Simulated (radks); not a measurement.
All-electron atom: Yb+ in [Xe] 4f(5/2: 5, 7/2: 8) 6s2 (not the ground configuration).

All-electron calculation, Dirac Kohn-Sham, PBE, spin-unpolarised, spherical densities, finite nucleus; Fermi nuclear charge, rms radius 5.3108 fm. Program: a radial shooting solver on a logarithmic mesh with Libxc functionals.

Energy parts (eV):
part                      energy
total                 -382969.62
kinetic                425342.57
electron-nucleus      -949882.17
Hartree                149569.25
exchange-correlation    -7999.27

Orbitals (lengths in bohr, moments of r in powers of bohr):
orbital  occ.  eigenvalue (eV)   <1/r>  small-component weight
1s1/2       2        -61165.80   80.61                6.90e-02
2s1/2       2        -10370.77   19.46                1.55e-02
2p1/2       2        -9893.728   19.44                1.55e-02
2p3/2       4        -8846.783   16.69                1.42e-02
3s1/2       2        -2350.728   7.134                5.03e-03
3p1/2       2        -2139.938   7.050                4.97e-03
3p3/2       4        -1917.740   6.345                4.58e-03
3d3/2       4        -1558.562   6.233                4.47e-03
3d5/2       6        -1510.022   6.062                4.36e-03
4s1/2       2        -475.7616   2.987                1.63e-03
4p1/2       2        -390.3872   2.878                1.54e-03
4p3/2       4        -339.9697   2.633                1.40e-03
4d3/2       4        -199.4355   2.412                1.21e-03
4d5/2       6        -190.2332   2.352                1.17e-03
4f5/2       5         -19.2418   1.804                7.42e-04
4f7/2       8         -17.8476   1.775                7.23e-04
5s1/2       2         -68.0919   1.124                3.36e-04
5p1/2       2         -44.4306  0.9926                2.67e-04
5p3/2       4         -37.8819  0.9072                2.30e-04
6s1/2       2         -10.9239  0.3814                4.48e-05

The highest occupied level is 6s1/2 at -10.924 eV. The electron density at the nucleus is 1.027e+06 e/bohr^3. Summed over all electrons, <r^2> = 57.48 bohr^2, which gives a Langevin (diamagnetic) susceptibility term of -45.5 x 10^-6 cm^3/mol. The density falls to 0.001 e/bohr^3 at r = 4.66 bohr.
